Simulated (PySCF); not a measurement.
## Relaxation of singlet Ag2Se

These are results of PBE0/[Se def2-TZVP, Ag def2-TZVP with ECP28], scalar-relativistic core potentials, density fitting, no spin–orbit coupling, PySCF, not measurements. A (50,194) grid was used.

A start displaced from a saddle point along its imaginary mode, of C2v symmetry, held to at least that symmetry:

```xyz
3
charge 0 multiplicity 1, angstrom
Se    0.0354   -0.2475    0.0000
Ag   -0.0132    0.0925    2.3800
Ag   -0.0132    0.0925   -2.3800
```

What forces act on the atoms at the start (eV/Å)?


```
atom     Fx     Fy     Fz
 Se1   0.08  -0.59   0.00
 Ag2  -0.04   0.30  -0.18
 Ag3  -0.04   0.30   0.18
```

What does it relax to?

It ends at C2v with Ag–Ag 3.046 Å, Se–Ag 2.415 Å (×2); Ag–Ag–Se 50.9° (×2), Ag–Se–Ag 78.2° (after a last refinement on a finer grid). The frequency run here used a shortcut that can spoil soft modes, so no verdict on minimum or saddle point is given. Other isomers or separated fragments may lie lower.

How much energy is released, and in how many steps?

87.3 kJ/mol in 11 steps.

Stability towards spin polarisation was not tested.
